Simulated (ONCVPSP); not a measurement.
## Reading a pseudo-wave (H (Z = 1))

Columns: radius, all-electron u(r) and pseudo u(r) of the 1s shell (level -6.35 eV) of hydrogen in the configuration 1s1; LDA (Perdew-Wang 92), scalar-relativistic, ONCV scheme, ONCVPSP 4.0.1.

```csv
r (bohr),all-electron,pseudo
0.060,0.1046,0.0857
0.120,0.1971,0.1692
0.180,0.2783,0.2486
0.240,0.3496,0.3229
0.300,0.4115,0.3913
0.360,0.4652,0.4533
0.420,0.5114,0.5082
0.480,0.5508,0.5553
0.540,0.5840,0.5941
0.600,0.6118,0.6244
0.660,0.6347,0.6468
0.720,0.6532,0.6629
0.780,0.6676,0.6743
0.840,0.6786,0.6823
0.900,0.6864,0.6881
0.960,0.6914,0.6919
1.020,0.6938,0.6940
1.080,0.6941,0.6941
1.140,0.6923,0.6923
1.200,0.6889,0.6889
1.260,0.6838,0.6838
1.320,0.6775,0.6775
1.380,0.6700,0.6699
1.440,0.6614,0.6614
1.500,0.6519,0.6519
1.560,0.6417,0.6417
```

**Question.** How many radial nodes do the two functions have?

**Answer.** The all-electron 1s function has n − l − 1 = 0; the pseudo-wave has 0.

**Question.** At about which radius was the pseudo-wave matched?

**Answer.** 1.20 bohr. The columns agree to 0.0005 from 0.96 bohr on; several derivatives are matched, so the curves merge somewhat inside the radius.

**Question.** Is the pseudo-wave norm-conserving?

**Answer.** Yes: the ONCV scheme keeps the norm inside the radius equal to the all-electron one, which fixes the energy derivative of the logarithmic derivative at the level.
